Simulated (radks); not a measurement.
Problem. All-electron atom: Dy+ in [Xe] 4f10 7d1 (not the ground configuration). Calculated with a radial shooting solver on a logarithmic mesh with Libxc functionals: scalar-relativistic Kohn-Sham, SCAN, spin-polarised, spherical densities, finite nucleus; open shells are filled with parallel spins first (spin-orbit coupling, left out, can overturn this in heavy ions); meta-GGA in the generalised Kohn-Sham scheme; Fermi nuclear charge, rms radius 5.2218 fm. Some entries of the table are withheld. Estimate them.

orbital,occ.,eigenvalue (hartree),<r> (bohr)
1s up,1,-1974.882,0.02112
1s down,1,-1974.882,0.02112
2s up,1,-330.0480,0.08972
2s down,1,-330.0452,0.08972
2p up,3,-292.7452,0.07945
2p down,3,-292.7431,0.07945
3s up,1,-74.17499,0.2342
3s down,1,-74.10598,0.2341
3p up,3,-62.64237,0.2333
3p down,3,-62.57102,0.2331
3d up,5,-47.81193,0.2123
3d down,5,-47.75389,0.2121
4s up,1,-15.22093,0.5297
4s down,1,-15.06587,0.5301
4p up,3,-11.40573,0.5612
4p down,3,-11.25134,0.5618
4d up,5,-6.20064,0.6096
4d down,5,-6.04434,0.6111
5s up,1,-2.27184,1.292
5s down,1,-2.23662,1.312
5p up,3,-1.38177,1.527
5p down,3,-1.35658,1.543
4f up,7,-0.58813,(1)
4f down,3,-0.44287,(2)
7d up,1,-0.08147,13.44

Solution. 
(1) 4f up <r> (bohr): 0.8493
(2) 4f down <r> (bohr): 0.8946
